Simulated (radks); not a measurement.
The mean radii <r> (bohr) of the occupied orbitals of an atom or ion are listed with their occupations. Method: Dirac Kohn-Sham, BLYP, spin-unpolarised, spherical densities, finite nucleus; Fermi nuclear charge, rms radius of each element as measured or else 0.836 A^(1/3) + 0.57 fm; computed with a radial shooting solver on a logarithmic mesh with Libxc functionals.

| orbital | occ. | <r> |
|---|---|---|
| 1s1/2 | 2 | 0.02457 |
| 2s1/2 | 2 | 0.1047 |
| 2p1/2 | 2 | 0.08791 |
| 2p3/2 | 4 | 0.09410 |
| 3s1/2 | 2 | 0.2773 |
| 3p1/2 | 2 | 0.2669 |
| 3p3/2 | 4 | 0.2789 |
| 3d3/2 | 4 | 0.2496 |
| 3d5/2 | 6 | 0.2534 |
| 4s1/2 | 2 | 0.6099 |
| 4p1/2 | 2 | 0.6203 |
| 4p3/2 | 4 | 0.6419 |
| 4d3/2 | 4 | 0.6620 |
| 4d5/2 | 1 | 0.6685 |

Name the element and its charge. Open shells, if any, fill j = l - 1/2 first.

Answer. Z = 58, cerium, charge +17: Ce17+ in [Kr] 4d5. The 1s radius gives Z: for a bare nucleus <r> = (2 gamma + 1)/(2Z) with gamma = sqrt(1 - (Z/c)^2), 0.02424 bohr for Z = 58, and screening makes it slightly larger (0.02457 here). The occupations add up to 41, and the charge is Z minus that.
